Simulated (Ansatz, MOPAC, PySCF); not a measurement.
System: SnI, charge 1, multiplicity 1. SMILES: [Sn+][I]
Geometry: optimised at B3LYP-D3(BJ)/def2-TZVP (Ansatz, a first-principles code).

Quantity: vertical ionisation energy to the doublet, in eV. Terms: LANL2DZ with its own core potentials from Na on; each state is the SCF solution reached for its charge and spin; STO-3G and 3-21G all-electron and non-relativistic; spin-orbit terms left out; frozen cores in correlated levels (noble-gas shells and the d and f shells of earlier blocks); open shells spin-unrestricted; def2 sets with scalar-relativistic core potentials past Kr. Ab initio and DFT rows: single points at B3LYP-D3(BJ) geometries (Ansatz). Semi-empirical rows: differences of heats of formation at the shared geometry for vertical values. The spin state of an ion or metal species was assumed, not searched.

```tsv
level	program	vertical ionisation energy to the doublet (eV)
AM1	MOPAC	13.20
PM3	MOPAC	13.09
PBE/LANL2DZ	Ansatz	16.06
B3LYP/STO-3G	Ansatz	14.09
B3LYP/3-21G	Ansatz	15.70
MP2/LANL2DZ	Ansatz	15.20
M06-2X/def2-TZVPD	PySCF	15.70
```

No value to compare with is used here. The 6 habitual levels span 13.09 (PM3) to 16.06 eV (PBE/LANL2DZ); M06-2X/def2-TZVPD gives 15.70.

The levels are drawn from those run, B3LYP/6-31G* more often than the rest, none by its result; left out are runs that failed, that the program found above a lower state of the same kind, or whose <S^2> lies over 0.5 above the pure value.
